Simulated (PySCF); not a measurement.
diphosphane (H₄P₂), SMILES PP. Atoms are numbered in the order given.

```xyz
6

P     -1.1119    -0.1310     0.0000
P      1.1119     0.1310     0.0000
H     -1.3143     0.8310     1.0235
H     -1.3143     0.8310    -1.0235
H      1.3143    -0.8310     1.0235
H      1.3143    -0.8310    -1.0235
```

The structure is a stationary point at TPSSh-D3(BJ)/def2-TZVP.

Two levels are set side by side: PBE/pcSseg-2 (PySCF) and PBE0/pcSseg-2 (PySCF). GIAO shifts against PH3 (³¹P), TMS (¹H) at the same level; non-relativistic, no solvent, atoms listed together averaged. Differences are taken from unrounded values.

```csv
quantity,PBE
"δ(³¹P) of P1, P2 (ppm)",61.6
"δ(¹H) of H3, H4, H5, H6 (ppm)",2.66
```

### Question
These are the PBE values. What does PBE0 give? (An estimate is asked for; the answer gives what the named calculation found.)

### Answer

| quantity | PBE0 | PBE minus PBE0 |
|---|---|---|
| δ(³¹P) of P1, P2 (ppm) | 50.7 | 10.9 |
| δ(¹H) of H3, H4, H5, H6 (ppm) | 2.62 | 0.04 |

Rough cost on one machine, each run with all the roots and properties that it gave: PBE0 against PBE within a factor of 2.
